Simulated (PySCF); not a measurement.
C$_{4}$H$_{7}$O$_{2}$, doublet, at a GFN2-xTB geometry; B3LYP/6-31G* (PySCF).

Here is a job for PySCF.
```python
from pyscf import gto, scf, dft

mol = gto.M(
    atom='''
C     2.193803    0.386834   -0.416108
C     0.947448   -0.154135    0.015480
O     0.789495   -0.860504    0.996732
O    -0.067073    0.203953   -0.808981
C    -1.362622   -0.271936   -0.466149
C    -2.009050    0.581283    0.618459
H     2.236424    1.015646   -1.284913
H     3.083428    0.165287    0.142375
H    -1.280858   -1.309592   -0.122991
H    -1.936196   -0.228680   -1.394505
H    -1.433120    0.509764    1.537723
H    -2.048346    1.621471    0.303906
H    -3.018178    0.226227    0.806304
''',
    basis='6-31g*',
    charge=0,
    spin=1,
    verbose=4,
)

mf = dft.UKS(mol)
mf.xc = 'b3lyp'
mf.kernel()
```

Output, abridged:

```
PySCF version 2.14.0

[INPUT] verbose = 4
[INPUT] num. atoms = 13
[INPUT] num. electrons = 47
[INPUT] charge = 0
[INPUT] spin (= nelec alpha-beta = 2S) = 1
[INPUT] symmetry False subgroup None
[INPUT] Mole.unit = angstrom
[INPUT] Symbol           X                Y                Z      unit          X                Y                Z       unit  Magmom
[INPUT]  1 C      2.193803000000   0.386834000000  -0.416108000000 AA    4.145686841249   0.731010315670  -0.786330158241 Bohr   0.0
[INPUT]  2 C      0.947448000000  -0.154135000000   0.015480000000 AA    1.790417237267  -0.291272936210   0.029252960408 Bohr   0.0
[INPUT]  3 O      0.789495000000  -0.860504000000   0.996732000000 AA    1.491929326713  -1.626116889093   1.883550499590 Bohr   0.0
[INPUT]  4 O     -0.067073000000   0.203953000000  -0.808981000000 AA   -0.126749600353   0.385415312283  -1.528752529977 Bohr   0.0
[INPUT]  5 C     -1.362622000000  -0.271936000000  -0.466149000000 AA   -2.574982391307  -0.513884563410  -0.880893943240 Bohr   0.0
[INPUT]  6 C     -2.009050000000   0.581283000000   0.618459000000 AA   -3.796554270557   1.098465670866   1.168718129272 Bohr   0.0
[INPUT]  7 H      2.236424000000   1.015646000000  -1.284913000000 AA    4.226228858404   1.919292779510  -2.428133663893 Bohr   0.0
[INPUT]  8 H      3.083428000000   0.165287000000   0.142375000000 AA    5.826834444815   0.312347161951   0.269049756985 Bohr   0.0
[INPUT]  9 H     -1.280858000000  -1.309592000000  -0.122991000000 AA   -2.420470824458  -2.474770214921  -0.232419305786 Bohr   0.0
[INPUT] 10 H     -1.936196000000  -0.228680000000  -1.394505000000 AA   -3.658880163478  -0.432142570166  -2.635232529337 Bohr   0.0
[INPUT] 11 H     -1.433120000000   0.509764000000   1.537723000000 AA   -2.708204303637   0.963314348163   2.905875325445 Bohr   0.0
[INPUT] 12 H     -2.048346000000   1.621471000000   0.303906000000 AA   -3.870812948348   3.064136108925   0.574299107612 Bohr   0.0
[INPUT] 13 H     -3.018178000000   0.226227000000   0.806304000000 AA   -5.703529815188   0.427507071982   1.523693733141 Bohr   0.0

nuclear repulsion = 239.002577670577
number of shells = 50
number of NR pGTOs = 190
number of NR cGTOs = 98
basis = 6-31g*
ecp = {}

******** <class 'pyscf.dft.uks.UKS'> ********
method = UKS
initial guess = minao
damping factor = 0
level_shift factor = 0
DIIS = <class 'pyscf.scf.diis.CDIIS'>
diis_start_cycle = 1
diis_space = 8
diis_damp = 0
SCF conv_tol = 1e-09
SCF conv_tol_grad = None
SCF max_cycles = 50
direct_scf = True
direct_scf_tol = 1e-13
number electrons alpha = 24  beta = 23
XC library pyscf.dft.libxc version 7.1.2
    S. Lehtola, C. Steigemann, M. J. T. Oliveira, and M. A. L. Marques,  SoftwareX 7, 1–5 (2018)
XC functionals = b3lyp
    P. J. Stephens, F. J. Devlin, C. F. Chabalowski, and M. J. Frisch,  J. Phys. Chem. 98, 11623 (1994)
radial grids:
    Treutler-Ahlrichs [JCP 102, 346 (1995); DOI:10.1063/1.469408] (M4) radial grids

becke partition: Becke, JCP 88, 2547 (1988); DOI:10.1063/1.454033
pruning grids: <function nwchem_prune>
grids dens level: 3
symmetrized grids: False
atomic radii adjust function: <function treutler_atomic_radii_adjust>
small_rho_cutoff = 0
Set gradient conv threshold to 3.16228e-05
tot grids = 153296
init E= -307.677556896258

cycle= 1 E= -306.855786814074  delta_E= 0.822  |g|= 0.664  |ddm|= 2.37
cycle= 2 E= -305.796252116485  delta_E= 1.06  |g|= 1.58  |ddm|= 1.76
cycle= 3 E= -306.9658165634  delta_E= -1.17  |g|= 0.377  |ddm|= 1.57
cycle= 4 E= -307.0307632717  delta_E= -0.0649  |g|= 0.103  |ddm|= 0.349
cycle= 5 E= -307.033544275799  delta_E= -0.00278  |g|= 0.0723  |ddm|= 0.134
cycle= 6 E= -307.035822468918  delta_E= -0.00228  |g|= 0.0115  |ddm|= 0.0629
cycle= 7 E= -307.035922236136  delta_E= -9.98e-05  |g|= 0.00524  |ddm|= 0.0174
cycle= 8 E= -307.03594928734  delta_E= -2.71e-05  |g|= 0.00211  |ddm|= 0.0101
cycle= 9 E= -307.035955315927  delta_E= -6.03e-06  |g|= 0.000876  |ddm|= 0.0046
cycle= 10 E= -307.035956334636  delta_E= -1.02e-06  |g|= 0.0004  |ddm|= 0.00199
cycle= 11 E= -307.035956515917  delta_E= -1.81e-07  |g|= 0.000176  |ddm|= 0.000954
cycle= 12 E= -307.035956538179  delta_E= -2.23e-08  |g|= 5.14e-05  |ddm|= 0.000327
cycle= 13 E= -307.035956539548  delta_E= -1.37e-09  |g|= 2.48e-05  |ddm|= 6.7e-05
cycle= 14 E= -307.035956539992  delta_E= -4.43e-10  |g|= 5.87e-06  |ddm|= 4.89e-05
Extra cycle  E= -307.035956539995  delta_E= -3.18e-12  |g|= 6.62e-06  |ddm|= 1.06e-05
converged SCF energy = -307.035956539995  <S^2> = 0.75752124  2S+1 = 2.0075071
```
